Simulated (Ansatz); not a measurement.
Input (CCSDT(Q)/def2-TZVPP; Ansatz, an electronic-structure program):

Ansatz 0.2 input:
```yaml
crystal:
  periodic: [false, false, false]
  atoms:
    - {symbol: Sn, position_ang: [-0.51102541, -0.16640132, -0.02016555]}
    - {symbol: S, position_ang: [1.78618785, 0.58412844, 0.06565843]}
    - {symbol: H, position_ang: [-0.72649182, -1.20068495, -1.36426519]}
    - {symbol: H, position_ang: [-1.55233717, 1.18539523, -0.12546588]}
    - {symbol: H, position_ang: [-0.74890599, -1.01069951, 1.44747379]}
basis:
  gaussian:
    orbitals: def2-TZVPP
magnetization: {spin_polarized: true, initial_magnetization: 1}
correlation: {method: ccsdt_q, electrons: outside_noble_gas}
```

Output:

```
Functional definition: HF
integrals: 0.65 GiB planned
1856 factors; integrals over basis functions are off by at most 2.4e-7 eV
mean field: 0.70 GiB planned
mean field evaluation 1: about -16668.7966 eV, gradient 1.1e1 eV
mean field evaluation 2: about -16668.8039 eV, gradient 1.1e1 eV
mean field evaluation 4: about -16670.2137 eV, gradient 2.0e0 eV
mean field evaluation 8: about -16670.2666 eV, gradient 2.7e-3 eV
mean field evaluation 16: about -16670.2047 eV, gradient 2.0e0 eV
mean field evaluation 32: about -16670.2666 eV, gradient 1.5e-4 eV
mean field evaluation 64: about -16670.0966 eV, gradient 4.7e0 eV
mean field evaluation 96: about -16670.2487 eV, gradient 2.7e-6 eV
mean field evaluation 128: about -16668.2244 eV, gradient 9.1e-4 eV
mean field evaluation 160: about -16668.2244 eV, gradient 4.7e-4 eV
mean field evaluation 192: about -16668.2244 eV, gradient 9.1e-3 eV
mean field -16670.26659672 eV, -612.6209979170 hartree, gradient 1.5e-6 eV, S^2 0.762855; 8 other end points of the search recorded, 0 dependent functions left out
determinant -16670.26659672 eV, -612.6209979170 hartree, with singles and doubles -16678.49494168 eV, -612.9233840168 hartree
determinant -16670.24872185 eV, -612.6203410277 hartree, with singles and doubles -16678.47662518 eV, -612.9227108978 hartree
determinant -16668.22436253 eV, -612.5459471947 hartree, with singles and doubles -16676.57627538 eV, -612.8528743309 hartree
determinant -16670.26659672 eV, -612.6209979170 hartree, with singles and doubles -16678.37213857 eV, -612.9188710857 hartree
determinant -16670.24872185 eV, -612.6203410277 hartree, with singles and doubles -16678.35393102 eV, -612.9182019706 hartree
14 core orbitals not correlated
reference -16670.26659672 eV, -612.6209979170 hartree; 7, 6 occupied and 113, 114 virtual orbitals, 1856 factors
second order -6.93818227 eV of doubles, -0.00000000 eV of singles
coupled cluster: 9.01 GiB planned
cycle   1  -7.76857531 eV  change   -8.3e-1 eV  update   8.4e-2
cycle   2  -8.33007869 eV  change   -5.6e-1 eV  update   3.6e-2
cycle   3  -8.44763150 eV  change   -1.2e-1 eV  update   1.7e-2
cycle   4  -8.42676388 eV  change    2.1e-2 eV  update   6.5e-3
cycle   5  -8.43259142 eV  change   -5.8e-3 eV  update   3.9e-3
cycle   6  -8.43527816 eV  change   -2.7e-3 eV  update   1.9e-3
cycle   7  -8.43430044 eV  change    9.8e-4 eV  update   1.0e-3
cycle   8  -8.43448026 eV  change   -1.8e-4 eV  update   4.3e-4
cycle   9  -8.43482351 eV  change   -3.4e-4 eV  update   1.8e-4
cycle  10  -8.43469339 eV  change    1.3e-4 eV  update   8.2e-5
cycle  11  -8.43464866 eV  change    4.5e-5 eV  update   4.5e-5
cycle  12  -8.43465733 eV  change   -8.7e-6 eV  update   2.5e-5
cycle  13  -8.43468038 eV  change   -2.3e-5 eV  update   1.6e-5
cycle  14  -8.43469994 eV  change   -2.0e-5 eV  update   1.0e-5
cycle  15  -8.43470050 eV  change   -5.5e-7 eV  update   7.0e-6
cycle  16  -8.43469356 eV  change    6.9e-6 eV  update   4.3e-6
cycle  17  -8.43469040 eV  change    3.2e-6 eV  update   2.4e-6
cycle  18  -8.43469014 eV  change    2.6e-7 eV  update   1.4e-6
perturbative correction -0.01320354 eV, -0.0004852210 hartree
Total energy: -16678.71449039 eV, -612.9314522832 hartree
```
